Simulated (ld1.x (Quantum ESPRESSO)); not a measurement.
## Br (Z = 35), TM: configuration errors across variants

ld1.x (Quantum ESPRESSO) 7.5 input, shortened:

```
&input
   title='Br', zed=35., rel=1, dft='PZ', iswitch=3,
   config='[Ar] 3d10 4s2 4p5'
 /
 &inputp
   pseudotype=2, tm=.true., lloc=-1, rcloc=1.10,
   nlcc=.true., new_core_ps=.true.
 /
3
4S  1  0   2.00   0.00  1.45  1.45  0.0
4P  2  1   5.00   0.00  1.25  1.25  0.0
3D  3  2  10.00   0.00  1.10  1.10  0.0
 &test
   configts(1)='3d10 4s2 4p5'
 /
```

All-electron excitation energies from the reference (eV): (1) 3d10 4s2 4p4 12.708; (2) 3d10 4s2 4p3 35.652; (3) 3d10 4s2 4p2 69.873; (4) 3d10 4s2 4p5.3 -2.007; (5) 3d10 4s1 4p6 12.418; (6) 3d10 4s2 4p5 spin -0.151; (7) 3d10 4s2 4p4 spin 11.998.

Spin tests fill each open shell by Hund’s rule, majority spin first.

Tests that are not counted but printed errors over 1 eV. “base”: 3d9 4s2 4p5 (solver errors, printed error -3971 eV); 3d9 4s2 4p6 (solver errors, printed error -22.4 eV). “wave 4s (bound): rc 1.45 bohr becomes 4s (bound): rc 1.76 bohr”: 3d9 4s2 4p5 (solver errors, printed error -3989 eV). “wave 3d (bound): rc 1.10 bohr becomes 3d (bound): rc 1.38 bohr”: 3d9 4s2 4p5 (solver errors, printed error -3820 eV); 3d9 4s2 4p6 (solver errors, printed error -3800 eV).

2 further variants failed, have other tests or another functional or relativity, and are left out.

A true bound ghost makes a file unfit for plane-wave use even where its test errors are small: the radial tests pick states by their node count and pass the ghost by. Where a test does run into it, the solver fails or the error is huge.

Errors AE − PS in meV (a dash: test not solved or not reliable):

```csv
change,(1),(2),(3),(4),(5),(6),(7),bound ghosts
base,+2.8,+16,+36,+0.5,+1.2,+0.5,+3.0,s
local potential all-electron potential smoothed inside 0.60 bohr (lloc = -1),-1.1,+0.3,+9.7,+0.3,-0.8,+0.4,+1.2,"s, p"
wave 4s (bound): rc 1.45 bohr becomes 4s (bound): rc 1.76 bohr,+2.6,+15,+32,+0.5,-3.1,+0.5,+3.3,s
wave 3d (bound): rc 1.10 bohr becomes 3d (bound): rc 1.38 bohr,+2.8,+16,+35,+0.6,+1.2,+0.2,+1.8,s
local potential all-electron potential smoothed inside 1.00 bohr (lloc = -2),+4.1,+27,+81,+0.6,+1.5,+0.7,+6.3,none
```

Problem. Give the same row for: all radii but the core radius scaled by about 1.42 (s 2.06, p 1.78, d 1.56 bohr); local potential all-electron potential smoothed inside 1.56 bohr (lloc = -1).

Solution. +3.0, +25, +83, +0.6, -22, +1.7, +11; bound ghosts: none.
